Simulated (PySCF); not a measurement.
## `InChI=1S/CH5Cl3Ge2/c2-1(3,4)6-5/h6H2,5H3`

Molfile (atoms numbered from 1):
```
CH5Cl3Ge2
     RDKit          3D

 11 10  0  0  0  0  0  0  0  0999 V2000
   -0.8057   -2.0318   -0.5687 Cl  0  0  0  0  0  0  0  0  0  0  0  0
   -1.5417   -0.5202   -0.0221 C   0  0  0  0  0  0  0  0  0  0  0  0
   -3.0791   -0.2880   -0.8397 Cl  0  0  0  0  0  0  0  0  0  0  0  0
   -1.8081   -0.6168    1.7207 Cl  0  0  0  0  0  0  0  0  0  0  0  0
   -0.2442    0.9512   -0.3747 Ge  0  0  0  0  0  4  0  0  0  0  0  0
    1.8219   -0.0470    0.2736 Ge  0  0  0  0  0  4  0  0  0  0  0  0
   -0.4265    1.2541   -1.8409 H   0  0  0  0  0  0  0  0  0  0  0  0
   -0.8037    2.1334    0.3732 H   0  0  0  0  0  0  0  0  0  0  0  0
    1.6385   -0.9423    1.4526 H   0  0  0  0  0  0  0  0  0  0  0  0
    2.8603    0.9670    0.6446 H   0  0  0  0  0  0  0  0  0  0  0  0
    2.3938   -0.8569   -0.8444 H   0  0  0  0  0  0  0  0  0  0  0  0
  1  2  1  0
  2  3  1  0
  2  4  1  0
  2  5  1  0
  5  6  1  0
  5  7  1  0
  5  8  1  0
  6  9  1  0
  6 10  1  0
  6 11  1  0
M  END
```

Theory: GIAO PBE/pcSseg-1 magnetisability, rotational g tensor and spin-rotation constants, non-relativistic, gas phase in PySCF 2.14.0. Geometry: GFN2-xTB.

The calculation is non-relativistic, which matters for the atoms heavier than Zn.

Give the nuclear spin-rotation constants along the inertial axes (H = +C I·J) beside the isotropic shieldings.

Rotational constants 1.3474, 0.5604, 0.5174 GHz. A star marks the isotopologue with that one atom substituted, in its own axes.
```tsv
atom	isotope	Caa (kHz)	Cbb (kHz)	Ccc (kHz)	mean (kHz)	σ (ppm)
Cl1	35Cl	0.706	0.199	0.181	0.362	457.1
Cl3	35Cl	0.391	0.280	0.225	0.299	459.0
Cl4	35Cl	0.744	0.262	0.099	0.368	466.8
H7	1H	-0.119	-0.026	-0.001	-0.049	26.5
H8	1H	-0.119	-0.021	-0.006	-0.049	26.6
H9	1H	-0.116	-0.007	-0.032	-0.052	27.9
H10	1H	-0.010	-0.041	-0.044	-0.032	28.2
H11	1H	-0.113	-0.049	0.004	-0.052	28.0
C2	13C*	0.414	0.169	0.149	0.244	63.3
Ge5	73Ge*	-0.367	-0.163	-0.171	-0.234	1359.8
Ge6	73Ge*	-0.322	-0.136	-0.128	-0.195	1620.5
```
For the geometry as given, no vibrational averaging.

How do the rotational constants and the g tensor change when H7, H8, H9, H10, H11 are replaced by deuterium?

Constants 1.2892, 0.5439, 0.5008 GHz; g -0.0197, -0.0090, -0.0074, against -0.0206, -0.0092, -0.0076 before.
